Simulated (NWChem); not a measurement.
Molecule: C6H5O, doublet; SMILES [O]c1ccccc1

All runs: NWChem. Pople sets run with spherical d functions. Spin-unrestricted. In the optimisation the excess spin sits in b1 (C2v, its own frame). Coordinates come from a PBE0/def2-SVP, spin-unrestricted optimisation. No frequency run checked for a minimum. No stability test was run on the SCF state. Level PBE/6-31G*: energy and gradient on several grids; changes count from the extra-fine grid, which is no exact limit either.

| grid | size of the energy change (μHa) | largest change of a gradient component (μHa/bohr) | time, medium = 1 (rough) |
|---|---|---|---|
| xcoarse | 6000 | 3000 | about 1 |
| coarse | 40 | 100 | about 1 |
| medium | < 10 | < 30 | about 1 |
| fine | < 10 | < 30 | about 1 |
| xfine | < 10 | < 30 | 2 |
